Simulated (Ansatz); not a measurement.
Start from `NC(O)N[SiH3]` and change one atom or group to get `NCN[SiH3]`.

Ansatz, PBE0-D4/def2-TZVP geometries, multiplicity 1. Each molecule was computed in one conformer, which needn't be the lowest.

| property | `NC(O)N[SiH3]` |
| --- | --- |
| LUMO energy (ωB97M-V/def2-TZVPP) / eV | 2.04 |
| HOMO–LUMO gap (ωB97M-V/def2-TZVPP) / eV | 11.54 |
| HOMO energy (ωB97M-V/def2-TZVPP) / eV | -9.51 |
| HOMO energy (PBE0/def2-TZVPP) / eV | -7.14 |
| HOMO energy (PBE/def2-TZVPP) / eV | -5.71 |
| LUMO energy (PBE0/def2-TZVPP) / eV | 0.53 |

Question: Give the same properties after the change, and the shifts. (Estimate.)

Answer: Ansatz gave: 
```csv
property,`NCN[SiH3]`,shift
LUMO energy (ωB97M-V/def2-TZVPP) / eV,2.09,0.05
HOMO–LUMO gap (ωB97M-V/def2-TZVPP) / eV,11.23,-0.31
HOMO energy (ωB97M-V/def2-TZVPP) / eV,-9.14,0.37
HOMO energy (PBE0/def2-TZVPP) / eV,-6.79,0.35
HOMO energy (PBE/def2-TZVPP) / eV,-5.42,0.29
LUMO energy (PBE0/def2-TZVPP) / eV,0.55,0.02
```
